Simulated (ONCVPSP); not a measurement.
**oxygen: one change to an ONCV potential, before and after**

oxygen, optimised norm-conserving Vanderbilt (ONCV), made with ONCVPSP 4.0.1 (PBE, scalar-relativistic). Core [He], reference 2s1.5 2p4.5. Waves: 2s: rc 0.90 bohr, ncon 4, nbas 7, qcut 7.1 1/bohr, 2 projectors, debl 1.4 Ha; 2p: rc 1.10 bohr, ncon 4, nbas 8, qcut 11.4 1/bohr, 2 projectors, debl 3 Ha. Local part: polynomial inside 0.60 bohr (lpopt 5, dvloc0 3 Ha). Core correction: Teter function fitted to the true core (icmod 2), fcfact 0.35.

Change: all radii but the core radius scaled by about 1.05 (s 0.94, p 1.16 bohr); local potential polynomial inside 0.64 bohr (lpopt 5, dvloc0 3 Ha).

Cutoffs: the cutoffs (Ha) at which the residual kinetic energy of the hardest occupied pseudo-wave falls to 1 and 0.1 mHa per electron; they do not see the model core or the augmentation charge, which bear on the density cutoff. Errors are all-electron minus pseudo energies relative to the spin-unpolarised reference configuration.

Q: Predict the effect on cutoff, ghosts and configuration errors.

A: The potential gets softer (102 Ha and 145 Ha → 69 Ha and 131 Ha); of the 4 tests that both files solve, the error grows in 2 and shrinks in 0 by more than 15 % and 0.3 meV (median size 25.9 → 28.8 meV); neither file shows a bound ghost. A larger radius leaves more room for a smooth pseudo-wave, so fewer plane waves are needed.

```tsv
quantity	base	changed
cutoff, loose	102 Ha	69 Ha
cutoff, tight	145 Ha	131 Ha
loose cutoff by channel	s 102 Ha, p 46 Ha	s 69 Ha, p 44 Ha
bound ghosts	none	none
GHOST(+) flags under 300 eV	none	none
error for 2s2 2p4, meV [ΔE -7.47 eV]	+3.7	+3.8
error for 2s2 2p3, meV [ΔE 8.96 eV]	+20	+24
error for 2s2 2p2, meV [ΔE 42.55 eV]	+95	+114
error for 2s0 2p6, meV [ΔE 22.47 eV]	+32	+33
rms error of d²Exc/dni dnj with the model core, mHa	1.58	1.64
```
